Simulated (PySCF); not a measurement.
A structure optimised at PBE-D3(BJ)/def2-TZVP, used in a PySCF frequency run:

```xyz
4

F     -1.0648    -0.0803     1.0945
C     -0.4236     0.3316     0.0000
F     -1.0648    -0.0803    -1.0945
Cl     1.2769    -0.0321     0.0000
```
Charge 0, spin multiplicity 2.

### Question
Write its SMILES, formula and point group.

### Answer
F[C](F)Cl, CClF2, Cs

### Question
What are its rotational constants (standard atomic weights)?

### Answer
10.726, 4.8299, 3.4021 GHz
